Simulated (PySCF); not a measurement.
Calculated molecular-ion clusters (M+•, centroid m/z and relative intensity) of several compounds:

1. 144.0519 (100.0), 145.0536 (11.7), 146.0497 (3.9)
2. 182.0163 (100.0), 183.0193 (7.5), 184.0133 (37.1), 185.0163 (2.7), 186.0104 (1.7)
3. 201.9799 (56.9), 202.9833 (2.5), 203.9777 (75.2), 204.9794 (24.4), 205.9769 (100.0), 206.9803 (4.4), 207.9771 (20.8), 208.9805 (0.9)

Lines and terms under 0.3 % are left out. Candidates, as SMILES:
A. `[SiH3]/C=P/C1CCCC1`
B. `F[C]([GeH2][C@@H](CF)C)(F)F`
C. `C=CCC(C)(C)S(=O)(=O)Cl`

Problem. Match clusters and compounds, and give each formula.

Solution. 
1 = A, C6H13PSi, monoisotopic mass of the neutral 144.0524 u; relative to that species, one 13C gives 6.5 % at +1, one 29Si gives 5.1 % at +1 and one 30Si gives 3.3 % at +2.
2 = C, C6H11ClO2S, monoisotopic mass of the neutral 182.0168 u; relative to that species, one 13C gives 6.5 % at +1, one 33S gives 0.8 % at +1, one 37Cl gives 32.0 % at +2, one 34S gives 4.5 % at +2 and one 18O gives 0.4 % at +2.
3 = B, C4H8F4Ge, monoisotopic mass of the neutral 205.9774 u; relative to that species, one 70Ge gives 57.4 % at -4, one 72Ge gives 75.9 % at -2, one 73Ge gives 21.3 % at -1, one 13C gives 4.3 % at +1 and one 76Ge gives 21.0 % at +2.

Problem. Weight all lines of cluster 1 by their intensities. What mean results?

Solution. 144.226 u over all lines, faint ones too (the ion lacks one electron, 0.0005 u); standard atomic weights give 144.229 g/mol for C6H13PSi.

Problem. Give the exact less the nominal mass of each, in mDa.

Solution. C6H13PSi +52.4, C4H8F4Ge -22.6, C6H11ClO2S +16.8 (neutral, monoisotopic).

Abundances used (%; other tables differ somewhat): 28Si 92.2297, 29Si 4.6832, 30Si 3.0872; 12C 98.93, 13C 1.07; 1H 99.9885, 2H 0.0115; 32S 94.93, 33S 0.76, 34S 4.29, 36S 0.02; 16O 99.757, 17O 0.038, 18O 0.205; 35Cl 75.78, 37Cl 24.22; 70Ge 20.84, 72Ge 27.54, 73Ge 7.73, 74Ge 36.28, 76Ge 7.61.

A cluster can't tell isomers apart.
